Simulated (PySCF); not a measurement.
C3H9Ge, SMILES [CH3][Ge]([CH3])[CH3], multiplicity 2.

Coordinates come from a ωB97X-D3(BJ)/def2-SVP optimisation. The isomer is the one that the SMILES or the coordinates give; other isomers of the formula were not compared.

The numbers are results of ωB97X-D3(BJ)/def2-SVP (PySCF), not measurements.

Frequencies are harmonic and unscaled.

Modes within 1.5 cm⁻¹ of each other (mostly degenerate sets) share a row, with their intensities summed.

| mode | ν (cm⁻¹) | IR (km/mol) | moving atoms (share of kinetic energy) |
|---|---|---|---|
| 1 | 121 | 0.0 | H 100 % |
| 2–3 | 127 | 0.1 | H 97 % |
| 4–5 | 172 | 2.1 | C 54 %, H 35 %, Ge 10 % |
| 6 | 177 | 0.8 | C 39 %, H 33 %, Ge 28 % |
| 7 | 571 | 2.6 | C 74 %, H 20 % |
| 8–9 | 609 | 66.6 | C 59 %, H 21 %, Ge 20 % |
| 10 | 707 | 0.0 | H 86 %, C 14 % |
| 11–12 | 710 | 3.0 | H 84 %, C 15 % |
| 13–15 | 842 | 144.0 | H 74 %, C 22 % |
| 16–17 | 1256 | 16.7 | H 80 %, C 20 % |
| 18 | 1269 | 3.3 | H 82 %, C 18 % |
| 19 | 1433 | 0.0 | H 95 % |
| 20–21 | 1441 | 0.7 | H 95 % |
| 22–23 | 1445 | 17.8 | H 96 % |
| 24 | 1456 | 9.4 | H 96 % |
| 25–27 | 3060 | 28.7 | H 97 % |
| 28–30 | 3162 | 19.8 | H 91 %, C 9 % |
| 31–33 | 3185 | 15.0 | H 90 %, C 10 % |
